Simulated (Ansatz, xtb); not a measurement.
# CH10Ge2SSi: which of two isomers lies lower

Structure I: `[SiH3][S][GeH2][CH2][GeH3]`, a singlet. Structure II: `[SiH3][CH2][GeH2][S][GeH3]`, a singlet. Both are isolated molecules in the gas phase, relaxed with PBE0-D3(BJ)/def2-SVP, each in the lowest conformer that the search found.

Question: Which of the two would you expect CCSD(T)/def2-SVP + ΔMP2/def2-TZVPP electronic energies to favour?

Answer: Too close to call at this level: CCSD(T)/def2-SVP + ΔMP2/def2-TZVPP gives E(II) − E(I) = +0.013 eV.

The same difference at several levels:

| level | geometry | E(II) − E(I) (eV) | departure from the last row (eV) | job, with rough time for the two |
| --- | --- | --- | --- | --- |
| GFN2-xTB | GFN2-xTB | −0.045 | −0.058 | optimisation, 0.33 s |
| HF/STO-3G | GFN2-xTB | −0.135 | −0.147 | single point, 0.84 s |
| r2SCAN-D4/def2-SVP | GFN2-xTB | −0.086 | −0.099 | single point, 5.6 s |
| PBE0-D3(BJ)/def2-SVP | PBE0-D3(BJ)/def2-SVP | −0.037 | −0.050 | optimisation, 3.2 min |
| HF/def2-SVP | PBE0-D3(BJ)/def2-SVP | −0.052 | −0.065 | part of the CCSD(T) run |
| MP2/def2-SVP | PBE0-D3(BJ)/def2-SVP | −0.023 | −0.035 | part of the CCSD(T) run |
| CCSD(T)/def2-SVP | PBE0-D3(BJ)/def2-SVP | −0.033 | −0.046 | single point |
| CCSD(T)/def2-SVP + ΔMP2/def2-TZVPP | PBE0-D3(BJ)/def2-SVP | +0.013 |  | single point, 2.3 min |

As drawn, II has 1 C–Si, 1 Ge–S in place of 1 S–Si, 1 C–Ge.

The largest departure from CCSD(T)/def2-SVP + ΔMP2/def2-TZVPP is that of HF/STO-3G, 0.147 eV. The last row adds to CCSD(T) the change of the MP2 difference between the two basis sets, here +0.046 eV.

With thermal terms from frequencies at re-optimised GFN2-xTB minima (ideal gas, soft modes damped towards free rotors, one conformer each, 298.15 K, 1 atm): the zero-point term adds −0.021 eV; ΔH is −0.008 and ΔG −0.007 eV.

The correlated steps freeze 29 core orbitals; the filled d shell of Ge is correlated, in a basis made for valence electrons. Programs: Ansatz 0.2.0, xtb 6.7.1; the last row on 4 threads of Arm Neoverse V1 on a shared host.
